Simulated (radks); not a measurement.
The numbers below are computed, except where a source is named.
Isoelectronic series with 4 electrons, all held in the configuration [He] 2s2, which need not be the ground one along the series. Level of theory: scalar-relativistic Kohn-Sham, PBE, spin-polarised, spherical densities, finite nucleus; Fermi nuclear charge, rms radius of each element as measured or else 0.836 A^(1/3) + 0.57 fm (a radial shooting solver on a logarithmic mesh with Libxc functionals). Total energies (hartree) and orbital eigenvalues (eV):

| ion | E (hartree) | 2s | 1s |
|---|---|---|---|
| Be | -14.63287 | -5.6097 | -106.2131 |
| B+ | -24.30114 | -19.5110 | -193.6261 |
| C2+ | -36.47795 | -40.3789 | -308.5431 |
| N3+ | -51.16299 | -68.1250 | -450.8352 |
| O4+ | -68.35793 | -102.7239 | -620.4753 |
| F5+ | -88.06536 | -144.1700 | -817.4693 |
| Ne6+ | -110.28849 | -192.4661 | -1041.839 |
| Mg8+ | -162.29726 | -309.6398 | -1572.835 |
| Al9+ | -192.09176 | -378.5401 | -1879.545 |
| Si10+ | -224.41967 | -454.3343 | -2213.792 |
| P11+ | -259.28659 | -537.0386 | -2575.632 |
| S12+ | -296.69853 | -626.6706 | -2965.125 |
| Cl13+ | -336.66198 | -723.2494 | -3382.334 |
| Ar14+ | -379.18392 | -826.7960 | -3827.330 |
| K15+ | -424.27179 | -937.3326 | -4300.187 |
| Ca16+ | -471.93346 | -1054.883 | -4800.984 |
